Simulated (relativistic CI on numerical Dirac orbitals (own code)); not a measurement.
Forbidden transitions in Ir XXIV

Calculated at this level of theory: Dirac-Coulomb-Breit CI, KLI orbitals optimised for each configuration, model QED (radiative potential, 1s self-energy scaled to tabulated hydrogen-like ionisation energies), unscaled Slater integrals (own radial code, finite nucleus).

Configuration list (outside the closed core [Ar] 3d10): 4s2 4p6 4d10 4f8, 4s2 4p6 4d10 4f7 5s, 4s2 4p6 4d10 4f6 5s2, 4s2 4p6 4d10 4f7 5p, 4s2 4p6 4d9 4f9, 4s2 4p5 4d10 4f9, 4s2 4p6 4d10 4f7 6s, 4s 4p6 4d10 4f9, 4s2 4p6 4d10 4f7 7s, 4p6 4d10 4f10, 4s 4p6 4d10 4f7 5s2, 4s 4p6 4d10 4f8 5s. Levels of other configurations are missing.

| λ vac (Å) | Lower | Upper | Type | A (s⁻¹) | log gf |
| --- | --- | --- | --- | --- | --- |
| 1207.6 | 4s2 4p6 4d10 4f8 7F_6 [1] | 4s2 4p6 4d10 4f8 5F_5 [23] | M1 | 9.56e+02 | -5.64 |
| 1235.8 | 4s2 4p6 4d10 4f8 7F_4 [3] | 4s2 4p6 4d10 4f8 5F_3 [32] | M1 | 2.59e+02 | -6.38 |
| 1241.5 | 4s2 4p6 4d10 4f8 7F_6 [1] | 4s2 4p6 4d10 4f8 5I_6 [22] | M1 | 2.14e+02 | -6.19 |
| 1306.1 | 4s2 4p6 4d10 4f8 7F_4 [3] | 4s2 4p6 4d10 4f8 5I_4 [29] | M1 | 1.79e+02 | -6.39 |
| 1360.9 | 4s2 4p6 4d10 4f8 7F_3 [4] | 4s2 4p6 4d10 4f8 5F_3 [32] | M1 | 2.41e+02 | -6.33 |
| 1366.9 | 4s2 4p6 4d10 4f8 7F_5 [2] | 4s2 4p6 4d10 4f8 5F_4 [26] | M1 | 1.07e+02 | -6.57 |
| 1380.7 | 4s2 4p6 4d10 4f8 7F_5 [2] | 4s2 4p6 4d10 4f8 5G_5 [25] | M1 | 5.03e+02 | -5.80 |
| 1404.0 | 4s2 4p6 4d10 4f8 7F_6 [1] | 4s2 4p6 4d10 4f8 5L_6 [18] | M1 | 3.04e+02 | -5.93 |
| 1404.1 | 4s2 4p6 4d10 4f8 7F_4 [3] | 4s2 4p6 4d10 4f8 5G_5 [25] | M1 | 8.95e+01 | -6.54 |
| 1408.7 | 4s2 4p6 4d10 4f8 7F_2 [5] | 4s2 4p6 4d10 4f8 5F_2 [31] | M1 | 2.75e+02 | -6.39 |
| 1498.8 | 4s2 4p6 4d10 4f8 7F_2 [5] | 4s2 4p6 4d10 4f8 5D_1 [30] | M1 | 4.61e+02 | -6.33 |
| 1520.6 | 4s2 4p6 4d10 4f8 7F_6 [1] | 4s2 4p6 4d10 4f8 5G_5 [13] | M1 | 1.75e+02 | -6.18 |
| 1530.6 | 4s2 4p6 4d10 4f8 7F_6 [1] | 4s2 4p6 4d10 4f8 5H_7 [12] | M1 | 5.22e+01 | -6.56 |
| 1550.0 | 4s2 4p6 4d10 4f8 7F_4 [3] | 4s2 4p6 4d10 4f8 5D_3 [20] | M1 | 3.05e+02 | -6.11 |
| 1607.3 | 4s2 4p6 4d10 4f8 7F_0 [7] | 4s2 4p6 4d10 4f8 5D_1 [30] | M1 | 7.94e+02 | -6.03 |
| 1806.8 | 4s2 4p6 4d10 4f8 7F_1 [6] | 4s2 4p6 4d10 4f8 3P_0 [24] | M1 | 1.65e+03 | -6.09 |
| 1831.2 | 4s2 4p6 4d10 4f8 7F_2 [5] | 4s2 4p6 4d10 4f8 5D_3 [20] | M1 | 2.07e+02 | -6.14 |
| 1895.2 | 4s2 4p6 4d10 4f8 7F_5 [2] | 4s2 4p6 4d10 4f8 5G_5 [13] | M1 | 5.15e+02 | -5.52 |
| 1926.8 | 4s2 4p6 4d10 4f8 7F_6 [1] | 4s2 4p6 4d10 4f8 3H_6 [9] | M1 | 8.77e+02 | -5.20 |
| 1989.8 | 4s2 4p6 4d10 4f8 7F_5 [2] | 4s2 4p6 4d10 4f8 5G_4 [11] | M1 | 1.27e+02 | -6.17 |
| 2038.7 | 4s2 4p6 4d10 4f8 7F_4 [3] | 4s2 4p6 4d10 4f8 5G_4 [11] | M1 | 5.17e+02 | -5.54 |
| 2064.9 | 4s2 4p6 4d10 4f8 7F_3 [4] | 4s2 4p6 4d10 4f8 5G_3 [17] | M1 | 2.76e+02 | -5.91 |
| 2179.7 | 4s2 4p6 4d10 4f8 7F_3 [4] | 4s2 4p6 4d10 4f8 3P_2 [14] | M1 | 1.01e+03 | -5.44 |
| 2505.0 | 4s2 4p6 4d10 4f8 7F_1 [6] | 4s2 4p6 4d10 4f8 3P_2 [14] | M1 | 4.12e+02 | -5.71 |
| 2953.0 | 4s2 4p6 4d10 4f8 7F_5 [2] | 4s2 4p6 4d10 4f8 5D_4 [8] | M1 | 8.92e+02 | -4.98 |
| 3139.0 | 4s2 4p6 4d10 4f8 5D_4 [8] | 4s2 4p6 4d10 4f8 5D_3 [20] | M1 | 1.18e+03 | -4.91 |
| 3634.9 | 4s2 4p6 4d10 4f8 5G_4 [11] | 4s2 4p6 4d10 4f8 5I_4 [29] | M1 | 3.31e+02 | -5.23 |
| 3965.7 | 4s2 4p6 4d10 4f8 7F_3 [4] | 4s2 4p6 4d10 4f8 5D_4 [8] | M1 | 1.59e+02 | -5.47 |
| 5174.8 | 4s2 4p6 4d10 4f8 3H_6 [9] | 4s2 4p6 4d10 4f8 5L_6 [18] | M1 | 2.86e+02 | -4.83 |
| 7691.8 | 4s2 4p6 4d10 4f8 7F_6 [1] | 4s2 4p6 4d10 4f8 7F_5 [2] | M1 | 9.67e+01 | -5.03 |

Terms are leading LS components. Brackets give the number of a level in order of energy, since labels repeat. The list gives strong lines, with weight on those to low levels, among the lowest 400 of 9835 levels, so that lines to higher ones, which can be the strongest, are missing. Levels whose partners in the same complex of configurations lie outside the list can be far off, and so can their lines. Rates are taken at the computed energies, electric ones in the length gauge.

At this charge energies of transitions that change n are usually good to better than 1 %, and those within a shell (Δn = 0) to a few per cent. Terms inside the open d or f shell come out 10 to 20 % too wide with unscaled integrals.

LS names give the leading component of a level, which can be under half, so a name can repeat, a term be missing and a line seem to break the LS rules.
